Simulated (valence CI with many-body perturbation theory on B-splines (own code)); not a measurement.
E1 line list for Ge²⁷⁺

Level of theory: configuration interaction combined with many-body perturbation theory (CI+MBPT): three valence electrons over a frozen Dirac-Fock core [He], radial functions for each j: 11 s, 11 p, 10 d, 8 f, 5 g, 2 h, with the one-electron correlation potential Σ1, the two-electron term Σ2, the three-electron term Σ3, Breit, model QED; selected CI, second order for the rest, scaled by the run's own slope (own B-spline code, finite nucleus).

The last digits are not significant, and no measured levels were compared; by estimate large intervals hold to a few tenths of a per cent, small ones and those within an open d or f shell to about a per cent.

Lines 51 to 100 of 581 in falling wavelength, among levels below 2363.9 eV, chosen from the strongest by gf and those to the six lowest levels. Wavelengths and rates use the calculated energies. Electric multipoles are in the length gauge, E1 and E2 with the static RPA response of the core. Weak lines are less certain than strong ones. Lines between different terms over intervals too small for the method are left out, as are lines whose strength nearly cancels. Where a level lies close to another of its J and parity, the split of strength between their lines is uncertain. The highest levels of a list are the least certain.

Levels are named by their leading jj configuration (3d3/2^4 stands for four electrons in 3d with j = 3/2), which in mixed levels can hold well under half, so a name can repeat and another be missing. Letters in brackets count levels of one name in rising energy.

```csv
λ vac (Å),Upper,Lower,A (s⁻¹),S (a.u.) with core polarisation,S without
764.8,(2s^2 4p3/2) J=3/2,(2s^2 4s) J=1/2,9.36e+08,8.27e-01,8.27e-01
759.5,(2s 2p1/2 4p3/2) J=5/2,(2s 2p1/2 4s) J=3/2,9.87e+08,1.28e+00,1.28e+00
756.4,(2s 2p3/2 4p3/2) J=3/2 [b],(2s 2p3/2 4s) J=1/2,5.35e+08,4.57e-01,4.57e-01
735.2,(2s 2p3/2 4p3/2) J=1/2 [a],(2s 2p3/2 4s) J=3/2 [a],1.10e+09,4.30e-01,4.30e-01
734.7,(2s 2p3/2 4p3/2) J=1/2 [b],(2s 2p3/2 4s) J=1/2,7.14e+08,2.79e-01,2.79e-01
703.5,(2s 2p3/2 4d5/2) J=7/2 [a],(2s 2p3/2 4p1/2) J=5/2,2.24e+08,3.08e-01,3.08e-01
698.6,(2s 2p1/2 4p3/2) J=3/2 [b],(2s 2p1/2 4s) J=3/2,3.97e+08,2.67e-01,2.67e-01
678.8,(2s 2p3/2 4p3/2) J=5/2 [a],(2s 2p3/2 4s) J=5/2,2.96e+08,2.74e-01,2.74e-01
523.3,(2p1/2 2p3/2 3d5/2) J=9/2,(2p1/2 2p3/2 3p3/2) J=7/2,7.85e+08,5.55e-01,5.55e-01
522.6,(2p1/2 2p3/2 3d5/2) J=7/2 [a],(2p1/2 2p3/2 3p3/2) J=5/2 [a],4.91e+08,2.77e-01,2.77e-01
520.4,(2p3/2^2 3d5/2) J=7/2,(2p3/2^2 3p3/2) J=5/2,5.47e+08,3.05e-01,3.05e-01
514.7,(2s 2p3/2 3d5/2) J=9/2,(2s 2p3/2 3p3/2) J=7/2,7.01e+08,4.71e-01,4.71e-01
506.5,(2p3/2^2 3d5/2) J=9/2,(2p3/2^2 3p3/2) J=7/2,8.65e+08,5.55e-01,5.55e-01
491.6,(2s 2p1/2 3d5/2) J=7/2,(2s 2p1/2 3p3/2) J=5/2,7.86e+08,3.69e-01,3.69e-01
484.1,(2p3/2^2 3d5/2) J=5/2 [b],(2p3/2^2 3p3/2) J=3/2 [b],9.68e+08,3.25e-01,3.25e-01
483.0,(2p1/2 2p3/2 3d5/2) J=5/2 [a],(2p1/2 2p3/2 3p3/2) J=3/2 [a],7.20e+08,2.40e-01,2.40e-01
469.5,(2p1/2^2 3d5/2) J=5/2,(2p1/2^2 3p3/2) J=3/2,9.62e+08,2.95e-01,2.95e-01
469.0,(2s 2p3/2 3d5/2) J=7/2 [c],(2s 2p3/2 3p3/2) J=5/2 [b],8.16e+08,3.33e-01,3.33e-01
465.7,(2p1/2 2p3/2 3d5/2) J=7/2 [b],(2p1/2 2p3/2 3p3/2) J=5/2 [b],9.87e+08,3.94e-01,3.94e-01
451.0,(2p3/2^2 3p3/2) J=5/2,(2p3/2^2 3s) J=3/2,1.12e+09,3.05e-01,3.05e-01
435.3,(2s 2p3/2 3d5/2) J=5/2 [b],(2s 2p3/2 3p3/2) J=3/2 [b],8.27e+08,2.02e-01,2.02e-01
430.4,(2s 2p1/2 3d5/2) J=5/2 [a],(2s 2p1/2 3p3/2) J=3/2 [a],7.75e+08,1.83e-01,1.83e-01
427.7,(2s^2 3d5/2) J=5/2,(2s^2 3p3/2) J=3/2,1.09e+09,2.52e-01,2.52e-01
425.2,(2s 2p3/2 3d5/2) J=7/2 [a],(2s 2p3/2 3p1/2) J=5/2,6.54e+08,1.99e-01,1.99e-01
413.2,(2p3/2^2 3p1/2) J=3/2,(2p3/2^2 3s) J=5/2,1.39e+09,1.94e-01,1.94e-01
399.1,(2s 2p1/2 3d5/2) J=5/2 [b],(2s 2p1/2 3p3/2) J=3/2 [b],1.28e+09,2.41e-01,2.41e-01
399.0,(2p1/2 2p3/2 3d3/2) J=5/2 [a],(2p1/2 2p3/2 3p1/2) J=3/2 [a],1.19e+09,2.24e-01,2.24e-01
397.0,(2s 2p3/2 3d5/2) J=5/2 [a],(2s 2p3/2 3p3/2) J=3/2 [a],8.78e+08,1.63e-01,1.63e-01
393.7,(2p1/2 2p3/2 3d5/2) J=5/2 [b],(2p1/2 2p3/2 3p3/2) J=3/2 [b],1.40e+09,2.52e-01,2.53e-01
392.0,(2p1/2 2p3/2 3d3/2) J=7/2,(2p1/2 2p3/2 3p1/2) J=5/2,8.49e+08,2.02e-01,2.02e-01
391.0,(2s 2p1/2 3d3/2) J=5/2,(2s 2p1/2 3p1/2) J=3/2,9.84e+08,1.74e-01,1.74e-01
388.1,(2p3/2^2 3d3/2) J=7/2,(2p3/2^2 3p1/2) J=5/2,1.18e+09,2.73e-01,2.73e-01
382.1,(2s 2p3/2 3p1/2) J=3/2 [a],(2s 2p3/2 3s) J=5/2,1.33e+09,1.46e-01,1.46e-01
378.7,(2s 2p3/2 3d5/2) J=7/2 [b],(2s 2p3/2 3p3/2) J=5/2 [a],1.36e+09,2.93e-01,2.93e-01
378.0,(2p3/2^2 3p1/2) J=5/2,(2p3/2^2 3s) J=5/2,1.96e+09,3.14e-01,3.14e-01
375.7,(2p1/2 2p3/2 3p3/2) J=7/2,(2p1/2 2p3/2 3s) J=5/2,2.64e+09,5.54e-01,5.54e-01
374.6,(2p1/2^2 3d3/2) J=3/2,(2p1/2^2 3p1/2) J=1/2,1.67e+09,1.74e-01,1.74e-01
374.1,(2s 2p3/2 3d3/2) J=5/2 [b],(2s 2p3/2 3p1/2) J=3/2 [b],1.16e+09,1.80e-01,1.80e-01
370.6,(2s 2p1/2 3d3/2) J=3/2 [a],(2s 2p1/2 3p1/2) J=1/2 [a],1.40e+09,1.40e-01,1.40e-01
368.8,(2p3/2^2 3p3/2) J=7/2,(2p3/2^2 3s) J=5/2,2.68e+09,5.30e-01,5.31e-01
367.9,(2p3/2^2 3d3/2) J=3/2 [b],(2p3/2^2 3p1/2) J=1/2,1.85e+09,1.82e-01,1.82e-01
365.3,(2p1/2 2p3/2 3p3/2) J=5/2 [a],(2p1/2 2p3/2 3s) J=3/2 [a],1.80e+09,2.60e-01,2.60e-01
363.9,(2s 2p3/2 3p3/2) J=5/2 [b],(2s 2p3/2 3s) J=3/2 [c],1.07e+09,1.53e-01,1.53e-01
353.8,(2s 2p3/2 3p1/2) J=5/2,(2s 2p3/2 3s) J=5/2,1.81e+09,2.37e-01,2.37e-01
346.3,(2p1/2 2p3/2 3p1/2) J=3/2 [b],(2p1/2 2p3/2 3s) J=5/2,2.70e+09,2.22e-01,2.22e-01
343.4,(2s^2 3d3/2) J=3/2,(2s^2 3p1/2) J=1/2,1.69e+09,1.35e-01,1.35e-01
342.6,(2p1/2 2p3/2 3p3/2) J=5/2 [b],(2p1/2 2p3/2 3s) J=3/2 [b],2.39e+09,2.84e-01,2.84e-01
341.1,(2s 2p3/2 3p3/2) J=5/2 [a],(2s 2p3/2 3s) J=3/2 [a],1.90e+09,2.23e-01,2.23e-01
340.2,(2p1/2^2 3p3/2) J=3/2,(2p1/2^2 3s) J=1/2,2.62e+09,2.04e-01,2.04e-01
338.4,(2s 2p3/2 3p3/2) J=7/2,(2s 2p3/2 3s) J=5/2,3.02e+09,4.63e-01,4.63e-01
```
